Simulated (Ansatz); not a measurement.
Born–Oppenheimer molecular dynamics of CH₉BNP (13 atoms, charge 0, multiplicity 1). It starts at the highest image of a converged band. Of that band: A structure lower than the first end lies on the path between it and the top, so the climb from that side starts below the end, which may itself be a saddle point or a shallow side well. Neighbouring images differ by up to 1.5 eV, so the band resolves the path poorly. A vibrational analysis at the climbing image gives one clearly imaginary mode, 1274i cm⁻¹: a first-order saddle point.

Method: RKS r2SCAN-D4/6-31G* (Ansatz 0.2.0).

* ensemble: NVE (velocity Verlet)
* time step: 0.5 fs
* steps asked: 200
* starting velocities drawn for: 100 K
* seed: 7639

First frame:

```xyz
13
Properties=species:S:1:pos:R:3
B -0.050 0.145 0.197
N -0.027 -0.288 1.686
H -0.791 -0.834 2.065
H 0.864 -0.478 2.130
C 1.363 0.142 -0.520
H 1.670 -0.906 -0.669
H 1.349 0.623 -1.504
H 2.154 0.622 0.076
H -1.056 -0.184 -0.374
P -0.540 2.383 0.366
H -1.660 2.586 1.226
H 0.405 2.998 1.240
H -0.298 1.050 1.446
```

(1) How far do the bonds stretch over the last three quarters of this one trajectory? (Pairs bonded in most of those frames.)

Answers

(1) 
```json
{"bond": "B1–N2", "mean (Å)": "1.819", "spread (Å)": "0.144", "shortest": "1.58", "longest": "2.02"}
{"bond": "B1–C5", "mean (Å)": "1.607", "spread (Å)": "0.045", "shortest": "1.52", "longest": "1.67"}
{"bond": "B1–H9", "mean (Å)": "1.219", "spread (Å)": "0.018", "shortest": "1.19", "longest": "1.26"}
{"bond": "B1–P10", "mean (Å)": "2.002", "spread (Å)": "0.138", "shortest": "1.82", "longest": "2.23"}
{"bond": "N2–H3", "mean (Å)": "1.030", "spread (Å)": "0.034", "shortest": "0.97", "longest": "1.09"}
{"bond": "N2–H4", "mean (Å)": "1.033", "spread (Å)": "0.036", "shortest": "0.95", "longest": "1.11"}
{"bond": "N2–H13", "mean (Å)": "1.039", "spread (Å)": "0.057", "shortest": "0.93", "longest": "1.12"}
{"bond": "C5–H6", "mean (Å)": "1.105", "spread (Å)": "0.017", "shortest": "1.08", "longest": "1.13"}
{"bond": "C5–H7", "mean (Å)": "1.099", "spread (Å)": "0.011", "shortest": "1.08", "longest": "1.12"}
{"bond": "C5–H8", "mean (Å)": "1.102", "spread (Å)": "0.009", "shortest": "1.09", "longest": "1.12"}
{"bond": "P10–H11", "mean (Å)": "1.432", "spread (Å)": "0.006", "shortest": "1.42", "longest": "1.45"}
{"bond": "P10–H12", "mean (Å)": "1.436", "spread (Å)": "0.027", "shortest": "1.39", "longest": "1.48"}
```

Mean temperature of the second half: 587 K. The conserved energy stayed within 0.35 meV per atom of its start (net change -0.24 meV per atom), so the integration is sound. The kinetic energy rose, since the run started high on the potential surface and went downhill. A run of 0.1 ps of so small a system gives no equilibrium averages. The orbitals stay closed-shell, which can raise the energy where a bond breaks towards radicals; this wasn't checked here.

Time of the run: 4.5 min on 2 threads of Intel(R) Xeon(R) 6975P-C (Granite Rapids), with other jobs on the host, peak memory 0.17 GiB.
